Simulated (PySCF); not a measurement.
Au₂, SMILES [Au][Au], multiplicity 1.

Coordinates come from a PBE-D3(BJ)/def2-TZVPD optimisation. The spin state was assumed, not searched. The def2 effective core potentials stand for the cores of Au; spin–orbit coupling is left out.

Two levels are set side by side: TDDFT-PBE/def2-TZVPD (PySCF) and TDDFT-B3LYP/def2-TZVPD (PySCF). Vertical, same geometry. The lowest singlet is HOMO→LUMO 100 % with PBE and HOMO−1→LUMO 100 % with the other functional; states are paired by order. Differences are taken from unrounded values.

| quantity | TDDFT-B3LYP | TDDFT-PBE | TDDFT-PBE minus TDDFT-B3LYP |
|---|---|---|---|
| lowest singlet excitation (eV) | 2.67 | 2.36 | -0.31 |
| lowest triplet excitation (TDA) (eV) | 1.96 | 1.78 | -0.18 |
| first bright state (f over 0.05) (eV) | 2.93 | 2.76 | -0.16 |
| its oscillator strength | 0.16 | 0.13 | -0.04 |

A lower first singlet is the usual sign of a functional without exact exchange. Differences between two approximate levels are no errors against the true value.

Rough cost on one machine, each run with all the roots and properties that it gave: TDDFT-B3LYP against TDDFT-PBE about 3 times.
